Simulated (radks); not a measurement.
Re55+, configuration [Ar] 3d2.

Method: scalar-relativistic Kohn-Sham, BLYP, spin-polarised, spherical densities, finite nucleus; open shells are filled with parallel spins first (spin-orbit coupling, left out, can overturn this in heavy ions); Fermi nuclear charge, rms radius 5.3698 fm; computed with a radial shooting solver on a logarithmic mesh with Libxc functionals.

Energy parts (hartree):
| part | energy |
|---|---|
| total | -13729.4764 |
| kinetic | 15438.6890 |
| electron-nucleus | -30703.2452 |
| Hartree | 1727.7097 |
| exchange-correlation | -192.6298 |

Orbitals (lengths in bohr, moments of r in powers of bohr; r(max) is where P^2 peaks; r(90%) holds 90 % of the orbital's charge):
orbital  occ.  eigenvalue (hartree)  r(90%)   r(max)
1s up       1             -2774.048  0.0329  0.01124
1s down     1             -2774.043  0.0329  0.01124
2s up       1             -594.4963   0.117  0.06433
2s down     1             -594.0721   0.117  0.06431
2p up       3             -537.1494   0.110  0.05283
2p down     3             -536.8121   0.110  0.05280
3s up       1             -227.0228   0.271   0.1755
3s down     1             -226.5415   0.271   0.1756
3p up       3             -210.0343   0.273   0.1723
3p down     3             -209.5439   0.273   0.1724
3d up       2             -193.9589   0.249   0.1376
3d down     0             -193.3338   0.250   0.1378

The highest occupied level is 3d up at -5277.9 eV. For comparison, the ionisation energy in NIST's Atomic Spectra Database is 5388 eV (theoretical). In exact Kohn-Sham theory the highest level is minus the ionisation energy, but local and semilocal functionals leave it too shallow, through self-interaction and a potential that decays too fast; potentials with the right tail come closer.
